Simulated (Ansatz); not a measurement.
The same group exchange along the group O, S, Se.

Computed with Ansatz on PBE0-D4/def2-TZVP structures; ΔE is electronic, products minus reactants. CCSD(T)/CBS adds triple-zeta CCSD(T) − MP2 to the extrapolated MP2 energy (def2 sets, frozen cores). This one scheme is used for every species. DFT in def2-TZVPP. def2 core potentials past Kr. For Se, Sn outer-core shells are correlated without core-valence functions, which leaves a few kJ/mol of doubt a bond. Scalar relativity is left out up to krypton. Each species was taken in one conformer, which may not be the lowest.

```tsv
reaction	r2SCAN-D4 (eV)	PBE-D4 (eV)
`N[SiH](O)[SiH3]` + `N=[CH][SnH3]` → `N[SiH]([SiH3])[SnH3]` + `N=CO`	0.34	0.22
`N[SiH]([SiH3])S` + `N=[CH][SnH3]` → `N[SiH]([SiH3])[SnH3]` + `N=CS`	0.19	0.12
`N[SiH]([SiH3])[SeH]` + `N=[CH][SnH3]` → `N[SiH]([SiH3])[SnH3]` + `N=C[SeH]`	0.30	0.23
```

Give the CCSD(T)/CBS values in the same order. (An estimate is asked.)

The calculation gave: 0.54, 0.32, 0.43 eV.

Largest T1 diagnostic: 0.014, for `N=CO`.
